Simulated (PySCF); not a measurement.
Spinor energies of Sn⁺ (tin, charge +1)

Start: [Kr] 4d10 5s2 5p1; 5p1/2 filled at m_j = +1/2. Calculated with PySCF 2.14 in x2c-SVPall-2c with one added diffuse shell each of s, p type (7s9p4d, 54 functions): generalised Hartree-Fock with the X2C-1e Hamiltonian and a Gaussian nucleus; one run each with spin-orbit coupling (SO) switched off, then screened by Boettger's factors.

```
spinor shell  electrons  ε, spin-free (eV)  ε, screened SO (eV)  weight of nominal j (screened SO)  rms radius, screened SO (bohr)
       1s1/2          2           -29350.3             -29347.6                              1.000                          0.0333
       2s1/2          2            -4529.4              -4528.5                              1.000                           0.136
       2p1/2          2            -4061.0              -4221.0                              1.000                           0.118
       2p3/2          4            -4061.0              -3987.6                              1.000                           0.123
       3s1/2          2            -920.24              -919.88                              1.000                           0.361
       3p1/2          2            -763.12              -793.13                              1.000                           0.354
       3p3/2          4            -763.12              -749.08                              1.000                           0.366
       3d3/2          4            -521.66              -526.66                              1.000                           0.340
       3d5/2          6            -521.66              -517.87                              1.000                           0.343
       4s1/2          2            -168.20              -167.99                              1.000                           0.872
       4p1/2          2            -118.24              -123.55                              1.000                           0.932
       4p3/2          4            -118.24              -115.54                              1.000                           0.959
       4d3/2          4            -43.671              -44.176                              1.000                            1.18
       4d5/2          6            -43.671              -43.041                              1.000                            1.19
       5s1/2          2            -20.965              -20.872                              0.997                            2.54
       5p1/2          1            -14.059              -14.425                              0.993                            3.09
```

```json
{"quantity": "E (hartree)", "spin-free": "-6172.16728", "screened SO": "-6173.60810"}
{"quantity": "M_J", "spin-free": "1/2", "screened SO": "1/2"}
{"quantity": "⟨J²⟩", "spin-free": "1.058", "screened SO": "0.784"}
{"quantity": "⟨L²⟩", "spin-free": "2.039", "screened SO": "2.052"}
{"quantity": "⟨S²⟩", "spin-free": "0.763", "screened SO": "0.777"}
```

Each row is a mean over spinors that exchange with the open shell spreads, by up to 0.382 eV (4p1/2).

Breit and QED terms are absent; they matter most for the inner s and p1/2 levels.

Densities and radii are taken from the X2C orbitals without a picture-change correction, which distorts them close to the nucleus.

Without spin-orbit coupling the j labels of p, d and f shells carry no meaning; the spin-free column gives the mean over the occupied spinors of each nl shell, and its ⟨J²⟩ belongs to a mixture of degenerate components.
